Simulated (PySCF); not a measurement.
A structure optimised at PBE-D3(BJ)/def2-SVP, used in a PySCF frequency run:

```
Hf
I 1 2.6335
I 1 2.6335 2 107.21
I 1 2.6335 2 107.21 3 114.85
```
Charge +1, spin multiplicity 1.

Problem. Write its SMILES, formula and point group.

Solution. [I][Hf+]([I])[I], HfI3, C3v

Problem. What are its rotational constants (standard atomic weights)?

Solution. 0.40263, 0.40263, 0.22155 GHz
